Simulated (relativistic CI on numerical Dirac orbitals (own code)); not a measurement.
# The 8-electron sequence from O to V¹⁵⁺

Method of calculation: Dirac-Coulomb-Breit CI, KLI orbitals optimised for each configuration, a model potential for QED, valence Slater integrals scaled by 0.9, P86 correlation energy added to each configuration (own radial code, finite nucleus).

Configurations in the expansion (outside the closed core 1s2): 2s²2p⁴, 2s2p⁵, 2p⁶, 2p⁵3s, 2s²2p³3s, 2p⁵3p, 2s²2p³3p. Levels of other configurations are missing.

Energies above each ion's lowest level, in eV. Levels are followed by their leading LS label, which can pass from one level to another where the coupling changes.

| Ion | 2s²2p⁴ ³P2 | 2s²2p⁴ ³P1 | 2s²2p⁴ ³P0 | 2s²2p⁴ ¹D2 | 2s²2p⁴ ¹S0 |
| --- | --- | --- | --- | --- | --- |
| O | 0 | 0.019167 | 0.027535 | 1.9794 | 3.7375 |
| F⁺ | 0 | 0.041602 | 0.059729 | 2.5597 | 4.9469 |
| Ne²⁺ | 0 | 0.078711 | 0.11266 | 3.1258 | 6.1379 |
| Mg⁴⁺ | 0 | 0.21956 | 0.30981 | 4.2695 | 8.5364 |
| Al⁵⁺ | 0 | 0.33724 | 0.47037 | 4.8627 | 9.7639 |
| Si⁶⁺ | 0 | 0.49774 | 0.68392 | 5.4804 | 11.024 |
| P⁷⁺ | 0 | 0.71124 | 0.95935 | 6.1315 | 12.328 |
| S⁸⁺ | 0 | 0.98953 | 1.305 | 6.8268 | 13.694 |
| Cl⁹⁺ | ? | ? | ? | ? | ? |
| Ar¹⁰⁺ | 0 | 1.796 | 2.2345 | 8.4033 | 16.694 |
| K¹¹⁺ | 0 | 2.3566 | 2.8265 | 9.317 | 18.386 |
| Ca¹²⁺ | 0 | 3.0467 | 3.5034 | 10.34 | 20.257 |
| Sc¹³⁺ | 0 | 3.887 | 4.2604 | 11.495 | 22.352 |
| Ti¹⁴⁺ | 0 | 4.8999 | 5.0884 | 12.806 | 24.726 |
| V¹⁵⁺ | 0 | 6.1093 | 5.9749 | 14.3 | 27.44 |

Question: Fill in the row of Cl⁹⁺.

Answer: 2s²2p⁴ ³P2 0, 2s²2p⁴ ³P1 1.346, 2s²2p⁴ ³P0 1.7283, 2s²2p⁴ ¹D2 7.579, 2s²2p⁴ ¹S0 15.14 (eV).

The lowest level keeps the configuration 2s²2p⁴ and J = 2 throughout.

Between Z = 20 and 23 the energy of 2s²2p⁴ ³P1 follows a local power law Z^5.0. For orientation: electrostatic splittings inside a shell grow about linearly with the screened charge, excitations that change n as its square, and fine structure as its fourth power; written in Z itself the exponents are larger, since the screened charge grows faster in proportion.

The members near neutrality are the least accurate: they can be off by several eV, miss lower levels of configurations outside the list, or start from a wrong lowest level.
